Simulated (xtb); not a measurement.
H7InOSi2, SMILES [OH][In]([SiH3])[SiH3]. All values are semi-empirical tight-binding results from xtb (GFN2-xTB unless named), good for trends rather than for accurate numbers. Geometry: GFN2-xTB. The structure was generated by enumeration; whether it is a known compound was not checked. One conformer was computed; it need not be the lowest.

Optimised geometry:

```xyz
11

In     0.0677     0.0445    -0.0079
O      1.8709     0.8574     0.0885
H      2.3353     1.5875    -0.3104
Si     0.3588    -1.9012     1.7044
H      1.3889    -2.8745     1.2949
H     -0.9140    -2.6533     1.8113
H      0.6778    -1.4194     3.0614
Si    -1.5137     1.3063    -1.7059
H     -2.8647     0.7172    -1.6326
H     -1.0752     1.1829    -3.1128
H     -1.6634     2.7479    -1.4131
```
Charge 0, spin multiplicity 1.

For metal compounds this method's bond lengths and energies can be far off.

Computed properties:
```yaml
orbital_gap: 2.72 eV
zero_point_energy: 34.9 kcal/mol
G − E(el) at 298.15 K (modified RRHO): 11.6 kcal/mol
```

Computed atomic charges and the Wiberg bond orders between heavy atoms:
charges (e) In1 0.02, O2 -0.61, H3 0.26, Si4 0.43, H5 -0.07, H6 -0.11, H7 -0.07, Si8 0.41, H9 -0.10, H10 -0.08, H11 -0.08. Bond orders In1–O2 1.02, In1–Si4 0.68, In1–Si8 0.67.
